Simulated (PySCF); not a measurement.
Arsenic: a sound run and one with changed settings

Sound run: As [Ar] 3d10 4s2 4p3, As⁺ [Ar] 3d10 4s2 4p2. Calculation: PySCF 2.14, in aug-cc-pVDZ-PP with ECP10MDF (5s4p3d, 32 functions); a scalar-relativistic core potential. The sound run starts from symmetry-adapted Hartree-Fock orbitals and uses a fine grid where one is needed.

Changed run: basis STO-3G, all-electron and non-relativistic. This setting is unsound on purpose.

```json
{"species": "As", "method": "UHF", "sound run (hartree)": "-331.19805", "changed run (hartree)": "-2209.26367", "converged": "yes"}
{"species": "As", "method": "PBE", "sound run (hartree)": "-332.40155", "changed run (hartree)": "-2210.07099", "converged": "yes"}
{"species": "As", "method": "BP86", "sound run (hartree)": "-332.54909", "changed run (hartree)": "-2210.65077", "converged": "yes"}
{"species": "As⁺", "method": "UHF", "sound run (hartree)": "-330.85146", "changed run (hartree)": "-2209.00633", "converged": "yes"}
{"species": "As⁺", "method": "PBE", "sound run (hartree)": "-332.03951", "changed run (hartree)": "-2209.79692", "converged": "yes"}
{"species": "As⁺", "method": "BP86", "sound run (hartree)": "-332.18398", "changed run (hartree)": "-2210.37557", "converged": "yes"}
```

Ionisation energy of As:

```tsv
method	sound run (eV)	changed run (eV)
UHF	9.431	7.003
PBE	9.852	7.458
BP86	9.935	7.489
```

A minimal basis cannot let orbitals breathe on ionisation and holds almost no correlation. The Hamiltonian changed with the basis, so the totals do not compare.

For comparison, NIST gives 9.789 eV between the lowest levels.
